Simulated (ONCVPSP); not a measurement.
## What one change does to a pseudopotential (niobium, ONCV)

```
Element                 : Nb
Generator               : ONCVPSP 4.0.1
Type                    : optimised norm-conserving Vanderbilt (ONCV)
Functional              : Wu-Cohen
Relativity              : non-relativistic
Frozen core             : [Ar] 3d10
Valence charge          : 13
Reference configuration : 4s2 4p6 4d4 5s1
Partial waves           : 4s+5s: rc 2.10 bohr, ncon 4, nbas 7, qcut 4.5 1/bohr, 2 projectors; 4p: rc 1.70 bohr, ncon 5, nbas 8, qcut 9.3 1/bohr, 2 projectors, debl 1.5 Ha; 4d: rc 2.30 bohr, ncon 4, nbas 8, qcut 7.6 1/bohr, 2 projectors, debl 2 Ha
Local potential         : polynomial inside 1.55 bohr (lpopt 5, dvloc0 0 Ha)
Core correction         : Teter function, fcfact 5.25, rcfact 1.4
```

Change: all radii but the core radius scaled by about 1.32 (s 2.78, p 2.24, d 3.04 bohr); local potential polynomial inside 2.04 bohr (lpopt 5, dvloc0 0 Ha).

Cutoffs: the cutoffs (Ha) at which the residual kinetic energy of the hardest occupied pseudo-wave falls to 1 and 0.1 mHa per electron; they do not see the model core or the augmentation charge, which bear on the density cutoff. Errors are all-electron minus pseudo energies relative to the spin-unpolarised reference configuration.

Task: How do hardness, ghosts and transferability respond?

Result: The potential gets softer (28 Ha and 34 Ha → 17 Ha and 23 Ha); the number of tests with a reliable result goes from 3 to 4; of the 3 tests that both files solve, the error grows in 1 and shrinks in 2 by more than 15 % and 0.3 meV (median size 1.1 → 0.9 meV); neither file shows a bound ghost. A larger radius leaves more room for a smooth pseudo-wave, so fewer plane waves are needed.

| quantity | base | changed |
| --- | --- | --- |
| cutoff, loose | 28 Ha | 17 Ha |
| cutoff, tight | 34 Ha | 23 Ha |
| loose cutoff by channel | s 5.7 Ha, p 28 Ha, d 16 Ha | s 5.8 Ha, p 17 Ha, d 11 Ha |
| bound ghosts | none | none |
| GHOST(+) flags under 300 eV | none | none |
| tests with a reliable result | 3 of 4 | 4 of 4 |
| error for 4s2 4p6 4d4 5s0, meV [ΔE 6.29 eV] | -1.5 | +0.9 |
| error for 4s2 4p6 4d3 5s0, meV [ΔE 20.51 eV] | -0.4 | +7.0 |
| error for 4s2 4p6 4d4 5s0 5p1, meV [ΔE 2.77 eV] | -1.1 | -0.7 |
| rms error of d²Exc/dni dnj with the model core, mHa | 1.82 | 1.92 |
